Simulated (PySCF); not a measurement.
Point-charge models of `C[NH2+][BH2-]N` against its computed dipole.

Coordinates (PBE0-D3(BJ)/def2-SVP, Å) and charges (e) from the PBE0/pcSseg-1 density (PySCF):

```csv
atom,x,y,z,Mulliken,IAO,Hirshfeld,ESP-fitted
C1,-2.045,0.024,-0.361,-0.1346,-0.3083,-0.0417,-0.3337
N2,-0.728,-0.288,0.185,-0.3922,-0.3010,-0.0542,-0.0312
B3,0.474,0.847,-0.095,+0.0935,-0.1150,-0.0021,+0.4858
N4,1.692,0.300,0.572,-0.5748,-0.6741,-0.3252,-1.2045
H5,-2.383,0.979,0.063,+0.1437,+0.1643,+0.0603,+0.1351
H6,-2.787,-0.759,-0.146,+0.1237,+0.1424,+0.0495,+0.0995
H7,-1.953,0.155,-1.447,+0.1437,+0.1643,+0.0604,+0.1327
H8,-0.756,-0.412,1.198,+0.2120,+0.2812,+0.1472,+0.2131
H9,-0.364,-1.169,-0.183,+0.2124,+0.2811,+0.1475,+0.2144
H10,0.514,0.896,-1.327,-0.0801,-0.0570,-0.1149,-0.2482
H11,-0.001,1.868,0.411,-0.0808,-0.0571,-0.1148,-0.2488
H12,2.055,0.861,1.335,+0.1668,+0.2396,+0.0940,+0.3917
H13,2.465,0.086,-0.048,+0.1668,+0.2395,+0.0940,+0.3941
```

Task: Form Σ q r in debye for every column and set it beside the full dipole.

Result: The full density gives (-2.68, -2.57, 0.64) D, 3.77 D in size; dipole vectors point from the negative to the positive end.

```json
{"scheme": "Mulliken", "μx": "-4.13", "μy": "-1.51", "μz": "-0.36", "size (D)": "4.41", "share of the full size (%)": "117", "angle to the full dipole (°)": "28"}
{"scheme": "IAO", "μx": "-3.44", "μy": "-2.48", "μz": "0.38", "size (D)": "4.26", "share of the full size (%)": "113", "angle to the full dipole (°)": "9"}
{"scheme": "Hirshfeld", "μx": "-3.00", "μy": "-2.47", "μz": "0.50", "size (D)": "3.92", "share of the full size (%)": "104", "angle to the full dipole (°)": "5"}
{"scheme": "ESP-fitted", "μx": "-2.65", "μy": "-2.53", "μz": "0.62", "size (D)": "3.71", "share of the full size (%)": "99", "angle to the full dipole (°)": "0"}
```

Task: Which set comes closest?

Result: Length of the difference vector: ESP-fitted 0.06 D, Hirshfeld 0.37 D, IAO 0.81 D, Mulliken 2.06 D. Closest: ESP-fitted. ESP charges are fitted to the potential around the molecule, whose slowest-falling term is the dipole's. The schemes that divide the density aren't constrained to reproduce the dipole.

Task: What is left for the Hirshfeld atoms' own dipoles?

Result: The shares of the density sum to the whole, so what Σ q r misses lies in dipoles about the nuclei. The atomic dipoles sum to (-2.68, -2.57, 0.64) − (-3.00, -2.47, 0.50) = (0.32, -0.10, 0.14) D, 0.37 D in size.

Task: With the origin at the mean of the coordinates, (-0.294, 0.261, 0.012) Å, which are the largest single terms, by size, of the Hirshfeld dipole along the direction of the full one?

Result: N4 +2.10, H13 -0.84, H12 -0.84, H9 +0.70, H8 +0.70 D; all 13 atoms together +3.91 D. The single terms depend on the origin, their sum doesn't.

Task: Give the size of the full dipole in other units.

Result: 3.77 D = 1.481 au = 0.784 e·Å = 12.56 × 10⁻³⁰ C·m.

Geometry: PBE0-D3(BJ)/def2-SVP, one conformer, isolated molecule.

The values belong to the conformer `[CH3:1][NH2+:2][BH2-:3][NH2:4]`: C1–N2–B3–N4 179°, H–N4–B3–N2 -117°, H–N4–B3–N2 117°.
